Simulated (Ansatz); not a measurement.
`[SiH3]C([SiH3])I` + `OPS` → `OP([SiH3])S` + `[SiH3]CI`  (ligand exchange at the Si–C bond)

Computed with Ansatz on PBE0-D4/def2-TZVP structures; ΔE is electronic, products minus reactants. CCSD(T)/CBS is the MP2 limit (def2-TZVPP, def2-QZVPP) plus CCSD(T) − MP2 in def2-TZVPP, frozen cores. def2 core potentials past Kr. For I outer-core shells are correlated without core-valence functions, which leaves a few kJ/mol of doubt a bond. One conformer a species, not always the lowest.

```tsv
species	CCSD(T)/CBS(def2) energy (Eh)
`[SiH3]C([SiH3])I`	-917.85913
`OPS`	-815.71343
`OP([SiH3])S`	-1105.99682
`[SiH3]CI`	-627.57596
```

(1) Work out ΔE.

Largest T1 diagnostic among the species: 0.014.

Results:

(1) ΔE = (-1105.99682) + (-627.57596) − (-917.85913) − (-815.71343) = -0.00022 Eh = -0.6 kJ/mol.

From PBE to PBE0 (25 % exact exchange), in def2-TZVPP and without D4, ΔE moves by +3.9 kJ/mol.
